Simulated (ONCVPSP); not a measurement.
# Pseudopotential generation for Si: ONCV, LDA (Perdew-Zunger), scalar-relativistic.

Input for ONCVPSP 4.0.1:

```
# ATOM AND REFERENCE CONFIGURATION
# atsym  z   nc   nv     iexc    psfile
  Si 14.00    3    2        3      upf
#
#   n    l    f
    1    0    2.00
    2    0    2.00
    2    1    6.00
    3    0    1.75
    3    1    2.25
#
# PSEUDOPOTENTIAL AND OPTIMIZATION
# lmax
    2
#
#   l,   rc,      ep,       ncon, nbas, qcut
    0    1.80    0.00    5    8    3.90
    1    2.25    0.00    3    6    3.70
    2    1.95    0.19    3    7    5.00
#
# LOCAL POTENTIAL
# lloc, lpopt,  rc(5),   dvloc0
    4    4    1.10    0.00
#
# VANDERBILT-KLEINMAN-BYLANDER PROJECTORs
# l, nproj, debl
    0    1    2.30
    1    2    0.70
    2    2    0.70
#
# MODEL CORE CHARGE
# icmod, fcfact, rcfact
    2    0.45    0.60
#
# LOG DERIVATIVE ANALYSIS
# epsh1, epsh2, depsh
   -2.00    5.00    0.02
#
# OUTPUT GRID
# rlmax, drl
    6.00    0.01
#
# TEST CONFIGURATIONS
# ncnf
    4
# nvcnf
#   n    l    f
    2
    3    0    2.00
    3    1    2.00
#
    2
    3    0    2.00
    3    1    1.00
#
    2
    3    0    2.00
    3    1    0.00
#
    2
    3    0    1.00
    3    1    3.00
#
```

Command:

```bash
oncvpsp.x < Si.dat > Si.out
```

The program printed (shortened: citation, most of the input echo, consistency checks and plot data are left out):

```
ONCVPSP  (Optimized Norm-Conservinng Vanderbilt PSeudopotential)
scalar-relativistic version 4.0.1

#   n    l    f        energy (Ha)
    1    0    2.00    -6.5373141E+01
    2    0    2.00    -5.1136246E+00
    2    1    6.00    -3.5283603E+00
    3    0    1.75    -4.0726181E-01
    3    1    2.25    -1.5874170E-01

Reference configufation results
  iterations    24
  all-electron total energy (Ha)   -2.88757896D+02

Begin loop to  construct optimized pseudo wave functions
and semi-local pseudopoentials for all angular momenta

Calculating optimized projector #   1

 for l=   0

    Fraction of norm inside rc  0.382964
    Optimizing pswf for qcut=   3.91 a_B^-1,  ecut=   7.64 Ha
    Residual kinetic energy error=  1.32D-03 Ha

    Energy error per electron        Cutoff
         Ha          eV             Ha
         0.01000     0.27211        5.14
         0.00100     0.02721        8.00
         0.00010     0.00272       28.39
         0.00001     0.00027       41.62

   Wellstate for l =  1  n =  4
     eigenvalue =   0.5413
     asymptotic potential =   1.0413
     half-point radius =  4.7296

Calculating optimized projector #   1

 for l=   1

    Fraction of norm inside rc  0.387127
    Optimizing pswf for qcut=   3.71 a_B^-1,  ecut=   6.88 Ha
    Residual kinetic energy error=  1.23D-05 Ha

    Energy error per electron        Cutoff
         Ha          eV             Ha
         0.01000     0.27211        2.15
         0.00100     0.02721        3.27
         0.00010     0.00272        4.21
         0.00001     0.00027        7.69

Calculating optimized projector #   2

 for l=   1

    Fraction of norm inside rc  0.241747
    Optimizing pswf for qcut=   3.71 a_B^-1,  ecut=   6.88 Ha
    Residual kinetic energy error=  3.34D-05 Ha

    Energy error per electron        Cutoff
         Ha          eV             Ha
         0.01000     0.27211        2.68
         0.00100     0.02721        3.70
         0.00010     0.00272        5.08
         0.00001     0.00027       12.45

   Wellstate for l =  2  n =  3
     eigenvalue =   0.1900
     asymptotic potential =   0.6900
     half-point radius =  5.6517

   Wellstate for l =  2  n =  4
     eigenvalue =   0.8900
     asymptotic potential =   1.3900
     half-point radius =  4.6421

Calculating optimized projector #   1

 for l=   2

    Fraction of norm inside rc  0.145811
    Optimizing pswf for qcut=   5.01 a_B^-1,  ecut=  12.54 Ha
    Residual kinetic energy error=  8.91D-05 Ha

    Energy error per electron        Cutoff
         Ha          eV             Ha
         0.01000     0.27211        5.64
         0.00100     0.02721        9.25
         0.00010     0.00272       12.39
         0.00001     0.00027       46.15

Calculating optimized projector #   2

 for l=   2

    Fraction of norm inside rc  0.269743
    Optimizing pswf for qcut=   5.01 a_B^-1,  ecut=  12.54 Ha
    Residual kinetic energy error=  7.87D-04 Ha

    Energy error per electron        Cutoff
         Ha          eV             Ha
         0.01000     0.27211        8.84
         0.00100     0.02721       12.21
         0.00010     0.00272       20.74
         0.00001     0.00027       45.86

Construct Vanderbilt / Kleinmman-Bylander projectors

B matrix Hermiticity error, ll=   1
   1   2    2.3499E-05

  Orthonormal projector coefficients  2.4210E+00  2.2278E-01

B matrix Hermiticity error, ll=   2
   1   2    1.2835E-05

  Orthonormal projector coefficients -2.4013E+00 -1.0917E+00

Model core correction analysis
  based on d2Exc/dn_idn_j

d2excae - all-electron derivatives

   -3.470662D-02   -2.739318D-02
   -2.739481D-02   -2.633317D-02

d2excps - pseudofunction derivatives with no core correction

   -4.038582D-02   -3.052726D-02
   -3.053100D-02   -2.801597D-02

rms 2nd derivative error    3.699433E-03

amplitude prefactor, scale prefactor
   16.7168    1.1013

d2excps - pseudofunction derivatives with core correction

   -3.570003D-02   -2.797855D-02
   -2.798048D-02   -2.662460D-02

rms 2nd derivative error    6.628431E-04

Pseudoatom total energy   -3.724294

Diagnostic tests using Vanderbilt-Kleinman-Bylander pseudopotentials
  1 or more projectors used as specified by nproj input data

   l    rcore       rmatch      e in        delta e   norm test  slope test

   0   1.8104438   1.8654128  -0.4072618  -0.0000020   0.9999998   1.0000287

   1   2.2589694   2.3275566  -0.1587417   0.0000050   1.0000234   1.0002089
   1   2.2589694   2.3275566   0.5412583   0.0000063   1.0000833   1.0000833

   2   1.9568557   2.0162701   0.1900000  -0.0000980   1.0000083   1.0000083
   2   1.9568557   2.0162701   0.8900000  -0.0000488   1.0000234   1.0000234

 Testing for bound ghosts
   n   l    E NL Schr. Eq   E Basis Diag.   E Cutoff

   1   0       -0.407264       -0.402522     56.96

   2   1       -0.158737       -0.153556     30.01

 Testing for highly-localized positive-energy ghosts
       l    <radius>/rc     E Basis Diag.   E Cutoff

Test configuration 0

   n   l     f        eae           eps        diff
   1   0  2.0000  -65.37314054
   2   0  2.0000   -5.11362458
   2   1  6.0000   -3.52836025
   3   0  1.7500   -0.40726181   -0.40726379   -1.98D-06
   3   1  2.2500   -0.15874170   -0.15873666    5.04D-06

    Total energies and differences
      AE_ref= -2.88757896D+02  AE_tst= -2.88757896D+02  dif=  0.00D+00
      PS_ref= -3.72429386D+00  PS_tst= -3.72429386D+00  dif=  1.33D-15
      PSP excitation error= -1.33D-15

Test configuration 1

   n   l     f        eae           eps        diff
   1   0  2.0000  -65.35752805
   2   0  2.0000   -5.09838519
   2   1  6.0000   -3.51325180
   3   0  2.0000   -0.39999499   -0.40005995   -6.50D-05
   3   1  2.0000   -0.15319675   -0.15321257   -1.58D-05

    Total energies and differences
      AE_ref= -2.88757896D+02  AE_tst= -2.88819811D+02  dif= -6.19D-02
      PS_ref= -3.72429386D+00  PS_tst= -3.78621690D+00  dif= -6.19D-02
      PSP excitation error=  8.30D-06

Test configuration 2

   n   l     f        eae           eps        diff
   1   0  2.0000  -65.71388127
   2   0  2.0000   -5.44770713
   2   1  6.0000   -3.86318355
   3   0  2.0000   -0.70222983   -0.70193093    2.99D-04
   3   1  1.0000   -0.43192223   -0.43169911    2.23D-04

    Total energies and differences
      AE_ref= -2.88757896D+02  AE_tst= -2.88532098D+02  dif=  2.26D-01
      PS_ref= -3.72429386D+00  PS_tst= -3.49855176D+00  dif=  2.26D-01
      PSP excitation error=  5.63D-05

Test configuration 3

   n   l     f        eae           eps        diff
   1   0  2.0000  -66.16430778
   2   0  2.0000   -5.88232286
   2   1  6.0000   -4.29903749
   3   0  2.0000   -1.05341640   -1.05193772    1.48D-03

    Total energies and differences
      AE_ref= -2.88757896D+02  AE_tst= -2.87939914D+02  dif=  8.18D-01
      PS_ref= -3.72429386D+00  PS_tst= -2.90700489D+00  dif=  8.17D-01
      PSP excitation error=  6.93D-04

Test configuration 4

   n   l     f        eae           eps        diff
   1   0  2.0000  -65.41789518
   2   0  2.0000   -5.15744525
   2   1  6.0000   -3.57175628
   3   0  1.0000   -0.42773358   -0.42757481    1.59D-04
   3   1  3.0000   -0.17439868   -0.17433939    5.93D-05

    Total energies and differences
      AE_ref= -2.88757896D+02  AE_tst= -2.88569673D+02  dif=  1.88D-01
      PS_ref= -3.72429386D+00  PS_tst= -3.53610387D+00  dif=  1.88D-01
      PSP excitation error=  3.27D-05
```

The run took about 2.6 s on one core of a shared server CPU.
